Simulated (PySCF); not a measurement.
# A ladder for the electron affinity of Rb

Rb⁻ [Kr] 5s2 (1S) → Rb [Kr] 5s1 (2S). Scalar values calculated with PySCF 2.14 in aug-cc-pwCVTZ-X2C with one added diffuse shell each of s, p, d, f type (spin-free X2C; valence: [Kr] frozen; valence and next inner shell: [Ar] 3d10 frozen). The spin-orbit shift comes from two-component X2C-1e calculations (generalised Hartree-Fock, GHF, and MP2 on its spinors, GMP2) in x2c-TZVPall-2c with one added diffuse shell each of s, p, d type: GMP2 gives 0.313 eV without and 0.313 eV with screened spin-orbit coupling, a shift of 0.000 eV (GHF: 0.000 eV). Sums use unrounded values; where a UHF row is shifted, it takes the GHF shift.

| method | scalar (eV) |
| --- | --- |
| UHF | -0.073 |
| LDA | 0.583 |
| PBE | 0.512 |
| PBE0 | 0.473 |
| r2SCAN | 0.396 |
| MN15 | 0.852 |
| wB97M-V | 0.472 |
| TPSSh | 0.507 |
| MP2 (valence) | 0.291 |
| SCS-MP2 (valence) | 0.364 |
| MP2 (valence and next inner shell) | 0.342 |
| SCS-MP2 (valence and next inner shell) | 0.402 |
| CCSD (valence and next inner shell) | 0.441 |
| CCSD(T) (valence and next inner shell) | 0.480 |
| CCSD (valence) | 0.468 |
| CCSD(T) (valence) | 0.468 |
| CCSDT (valence) | 0.468 |
| FCI (valence) | 0.468 |

(1) Form a composite estimate from CCSD(T) (valence and next inner shell) and the spin-orbit shift, and compare it with the reference, 0.486 eV (measured; photodetachment measurements, as compiled on the Wikipedia data page of electron affinities).

The errors of the correlated levels include the incompleteness of the basis and the frozen core, so a lower level can come closer by cancellation.

Answers

(1) 0.480 + (0.000) = 0.480 eV, an error of -0.006 eV.
